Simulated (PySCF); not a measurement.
## UHF on Zn²⁺ (zinc, charge +2)

Configuration: [Ar] 3d10, closed-shell 1S. All numbers are calculated (PySCF 2.14, no relativity, point nucleus, in pcseg-2 (6s4p3d2f1g, 56 functions)).

```
Total energy                                     : -1776.925437 hartree
One-electron energy                              : -2462.7975 hartree
Hartree (Coulomb) energy                         : 755.2018 hartree
Exchange energy                                  : -69.3297 hartree
Kinetic energy                                   : 1779.52306 hartree
⟨S²⟩                                             : 0.0000
⟨L²⟩                                             : 0.000
Sum of ⟨r⟩                                       : 16.06 bohr
Sum of ⟨r²⟩                                      : 14.80 bohr²
Density at the nucleus (Gaussians lack the cusp) : 18200 bohr⁻³
Langevin diamagnetic susceptibility              : -11.7 ×10⁻⁶ cm³/mol
Time after the integrals                         : 0.2 s of wall time on 1 thread of Intel(R) Xeon(R) Platinum 8488C (shared host)
```

| shell | electrons | mean orbital energy (eV) | rms radius, mean of both spins (bohr) |
| --- | --- | --- | --- |
| 1s | 2 | -9631.3 | 0.0592 |
| 2s | 2 | -1225.2 | 0.249 |
| 2p | 6 | -1077.3 | 0.221 |
| 3s | 2 | -173.42 | 0.744 |
| 3p | 6 | -124.76 | 0.782 |
| 3d | 10 | -41.660 | 0.980 |
